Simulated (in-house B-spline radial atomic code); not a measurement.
Results of a calculation; reference values are marked as such.
**Making a Troullier-Martins p channel for Rb, r_c = 2.01 bohr**

Rb, [Kr] 5s1, non-relativistic PBE, spherical and spin-unpolarised, from a B-spline radial code for spherical atoms (atomic units). The all-electron 4p level is ε = -0.589612 hartree, its outermost node lies just inside 0.65 bohr and its outer maximum at 1.44 bohr.

Inside r_c the pseudo-orbital is u(r) = r^2 exp(p(r)), with p = c0 + c2 r² + c4 r⁴ + … + c12 r¹². The seven coefficients follow from p and its first four derivatives at r_c, from zero curvature of the screened potential at the origin, c4 = −c2²/(2l + 5), and from the norm inside r_c. At r_c the all-electron orbital has P = 0.6797345, P' = -0.4254646, the screened potential V = -0.9309736, V' = 1.133054, V'' = -1.834104, and the norm inside is Q = 0.7105341.

Problem. What are p, p' and p'' at r_c?

Solution. p = ln(P/r_c^2) = ln(0.6797345/4.0401) = -1.78232. p' = P'/P − 2/r_c = -0.62593 − 0.99502 = -1.62095. The radial equation gives p'' = 2(V − ε) − 2(2) p'/r_c − p'² = -0.68272 − (-3.22578) − 2.62749 = -0.08443. Differentiating, p''' = 2V' + 2(2)p'/r_c² − 2(2)p''/r_c − 2p'p'' = 0.55555, and p'''' = 2V'' − 4(2)p'/r_c³ + 4(2)p''/r_c² − 2(2)p'''/r_c − 2p''² − 2p'p''' = -1.5573.

For a trial c2 the five matching conditions are linear in c0, c6, c8, c10 and c12, and c2 is varied until the norm inside r_c equals Q. The root nearest zero gives:

```
 n           c_n
 0   -0.08187487
 2     -0.323835
 4    -0.0149813
 6   -0.03199941
 8    0.01457904
10  -0.002314897
12  0.0001310986
```

Problem. Check c4 and p(r_c), and find the screened pseudopotential at the origin.

Solution. −c2²/7 = -0.0149813, as listed. The terms c_n r_c^n are -0.08187, -1.30833, -0.24453, -2.11017, 3.88416, -2.49168, 0.57010, which sum to -1.78232. Inverting the radial equation, V_l(r) = ε + 2 p'/r + (p'' + p'²)/2, so V_l(0) = ε + (2l + 3) c2 = -0.589612 + 5 × (-0.323835) = -2.2088 hartree, finite where the all-electron potential diverges.

Orbitals and screened potentials:

| r (bohr) | P | u | V all-electron | V pseudo |
| --- | --- | --- | --- | --- |
| 0.201 | -0.04198 | 0.03674 | -93.59 | -2.21 |
| 0.502 | -0.2905 | 0.2137 | -18.7 | -2.25 |
| 0.804 | 0.3243 | 0.4771 | -7.126 | -2.381 |
| 1.106 | 0.7247 | 0.7184 | -3.607 | -2.455 |
| 1.407 | 0.8422 | 0.8306 | -2.153 | -2.145 |
| 1.708 | 0.7951 | 0.7943 | -1.377 | -1.458 |
| 2.01 | 0.6797 | 0.6797 | -0.931 | -0.931 |

Logarithmic derivatives P'/P at R = 2.31 bohr, for energies E around ε:

| E − ε (hartree) | all-electron | pseudo |
| --- | --- | --- |
| -0.5 | 0.654843 | 0.650887 |
| -0.25 | 0.15678 | 0.154627 |
| -0.1 | -0.307478 | -0.308101 |
| 0 | -0.761095 | -0.761101 |
| 0.1 | -1.44408 | -1.44585 |
| 0.25 | -3.64555 | -3.68361 |
| 0.5 | 21.2014 | 18.5682 |

Problem. With P(R) = 0.5510929 and a norm of 0.824504 inside R, what slope in energy does norm conservation fix?

Solution. d(P'/P)/dE = −2 × (norm inside R)/P(R)² = -5.4297 per hartree·bohr at E = ε, for both atoms, since orbital and norm agree at R. Differences over ±0.1 hartree give -5.6830 (all-electron) and -5.6887 (pseudo), which also hold third-order terms. Half a hartree below ε the two curves differ by -0.0040.
